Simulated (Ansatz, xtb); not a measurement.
## Relative energy of two conformers of CH6GeO3

Structure X is `[CH3][Ge]([OH])([OH])[OH]`, a singlet and structure Y is `[CH3][Ge]([OH])([OH])[OH]`, a singlet. Both are isolated molecules in the gas phase, relaxed with PBE0-D4/def2-SVP.

X (Å):

```tsv
atom	x (Å)	y (Å)	z (Å)
C	-1.1048	0.5911	1.0703
Ge	0.4830	0.5678	-0.0248
O	0.1699	-0.5909	-1.3312
O	0.9423	2.1371	-0.6941
O	1.9665	0.1401	0.8342
H	-0.9777	1.2997	1.9000
H	-1.9742	0.8916	0.4683
H	-1.2982	-0.4116	1.4776
H	0.9246	-0.6685	-1.9262
H	0.2539	2.5121	-1.2527
H	1.9081	-0.7215	1.2594
```

Y (Å):

```xyz
11

C    -1.5351    0.4446    0.3988
Ge    0.2528   -0.0772   -0.0616
O     1.3497    0.0397    1.3274
O     0.9256    0.9455   -1.3451
O     0.3205   -1.7528   -0.6397
H    -1.5071    1.3282    1.0511
H    -2.0969    0.6863   -0.5140
H    -2.0374   -0.3783    0.9256
H     1.8314   -0.7856    1.4535
H     1.7855    1.2968   -1.0877
H     0.7764   -1.8041   -1.4876
```

Estimate E(Y) − E(X) at the level CCSD(T)/def2-SVP + ΔMP2/def2-TZVPP.

Calculated at CCSD(T)/def2-SVP + ΔMP2/def2-TZVPP: E(Y) − E(X) = −0.054 eV, so structure Y lies lower.

The same difference at several levels:

```json
{"level": "PBE0-D4/def2-SVP", "geometry": "PBE0-D4/def2-SVP", "E(Y) − E(X) (eV)": "−0.082", "departure from the last row (eV)": "−0.028", "job, with rough time for the two": "optimisation, 30 s"}
{"level": "HF/def2-SVP", "geometry": "PBE0-D4/def2-SVP", "E(Y) − E(X) (eV)": "−0.092", "departure from the last row (eV)": "−0.038", "job, with rough time for the two": "part of the CCSD(T) run"}
{"level": "MP2/def2-SVP", "geometry": "PBE0-D4/def2-SVP", "E(Y) − E(X) (eV)": "−0.065", "departure from the last row (eV)": "−0.011", "job, with rough time for the two": "part of the CCSD(T) run"}
{"level": "CCSD(T)/def2-SVP", "geometry": "PBE0-D4/def2-SVP", "E(Y) − E(X) (eV)": "−0.065", "departure from the last row (eV)": "−0.011", "job, with rough time for the two": "single point"}
{"level": "CCSD(T)/def2-SVP + ΔMP2/def2-TZVPP", "geometry": "PBE0-D4/def2-SVP", "E(Y) − E(X) (eV)": "−0.054", "departure from the last row (eV)": "", "job, with rough time for the two": "single point, 31 s"}
```

The levels shown agree on the order. The largest departure from CCSD(T)/def2-SVP + ΔMP2/def2-TZVPP is that of HF/def2-SVP, 0.038 eV. A small imaginary or near-zero mode remains, so no thermal terms are given. Levels run at GFN2-xTB geometries aren't shown. The last row adds to CCSD(T) the change of the MP2 difference between the two basis sets, here +0.011 eV.

The correlated steps freeze 13 core orbitals; the filled d shell of Ge is correlated, in a basis made for valence electrons. Programs: Ansatz 0.2.0, xtb 6.7.1; the last row on 2 threads of Intel(R) Xeon(R) 6975P-C (Granite Rapids) on a shared host.
